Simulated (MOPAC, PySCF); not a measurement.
C₃H₆Si, SMILES `C=C[SiH]=C` (C–C–Si–C torsion 14°), neutral singlet in the gas phase. 

Cartesian coordinates (Å):
SMILES: C([SiH]=C)=C
```xyz
10

C     -1.7190    -0.2793    -0.4888
C     -1.0056     0.6857     0.0945
Si     0.8238     0.6397     0.3318
C      1.8000    -0.7454     0.1627
H     -1.2547    -1.1755    -0.8848
H     -2.7959    -0.2122    -0.5958
H     -1.5332     1.5652     0.4563
H      1.4039     1.9433     0.7044
H      2.8725    -0.6967     0.2989
H      1.4082    -1.7248    -0.0792
```
Charge 0, spin multiplicity 1.

All levels are single points at this geometry (B3LYP-D3(BJ)/def2-TZVP); Pople sets use spherical d functions. Orbital energies aren't observables, and empty levels follow the basis.

HF/6-31G* in PySCF gives dipole (D) = 1.70.

Question: Estimate the dipole (D) from each of these levels: B3LYP-D3(BJ)/def2-TZVP in PySCF; PBE-D3(BJ)/def2-TZVP in PySCF; B3LYP/3-21G in PySCF; B3LYP/6-311+G** in PySCF; B3LYP/LANL2DZ in PySCF; M06-2X/6-31G* in PySCF; HF/3-21G in PySCF; HF/STO-3G in PySCF; AM1 in MOPAC; PM3 in MOPAC; PM6 in MOPAC; PM7 in MOPAC.

Answer: 
```json
[
 {"level": "B3LYP-D3(BJ)/def2-TZVP in PySCF", "dipole (D)": "1.53"},
 {"level": "PBE-D3(BJ)/def2-TZVP in PySCF", "dipole (D)": "1.37"},
 {"level": "B3LYP/3-21G in PySCF", "dipole (D)": "1.04"},
 {"level": "B3LYP/6-311+G** in PySCF", "dipole (D)": "1.49"},
 {"level": "B3LYP/LANL2DZ in PySCF", "dipole (D)": "1.15"},
 {"level": "M06-2X/6-31G* in PySCF", "dipole (D)": "1.32"},
 {"level": "HF/3-21G in PySCF", "dipole (D)": "1.44"},
 {"level": "HF/STO-3G in PySCF", "dipole (D)": "1.17"},
 {"level": "AM1 in MOPAC", "dipole (D)": "0.38"},
 {"level": "PM3 in MOPAC", "dipole (D)": "0.38"},
 {"level": "PM6 in MOPAC", "dipole (D)": "2.52"},
 {"level": "PM7 in MOPAC", "dipole (D)": "0.63"}
]
```
